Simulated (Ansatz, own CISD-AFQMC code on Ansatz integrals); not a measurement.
H5BSi2, SMILES `B[SiH]=[SiH2]` (charge 0, multiplicity 1).

Cartesian coordinates (Å):
```xyz
8

B      1.6932    -0.2437     0.6694
Si     0.2862     0.5172    -0.4267
Si    -1.7063    -0.0705     0.1552
H      2.8539    -0.0291     0.4905
H      1.3518    -0.9619     1.5617
H      0.4133     1.4303    -1.5879
H     -1.9090    -0.9760     1.3092
H     -2.9832     0.3338    -0.4803
```
Charge 0, multiplicity 1.

Frozen-core correlation energies in cc-pVDZ at a geometry from PBE0-D3(BJ)/def2-TZVP, on an HF energy of -605.36656 Ha (<S^2> = 0.00, restricted and unstable towards unrestricted orbitals). Wave-function levels are from Ansatz, the walk from an own CISD-AFQMC code on Ansatz integrals (time step 0.005/Ha, trial state from CCSD amplitudes, largest double 0.15).

| level | correlation energy (mHa) |
|---|---|
| MP2 | -279.8 |
| CCSD | -333.9 |
| CCSD(T) | -347.0 |

**Question.** What correlation energy does phaseless AFQMC give, and where does it lie among these levels?

**Answer.** -349.5 ± 0.4 mHa (one standard error). AFQMC minus each level: MP2 -69.7 mHa, CCSD -15.6 mHa, CCSD(T) -2.5 mHa.
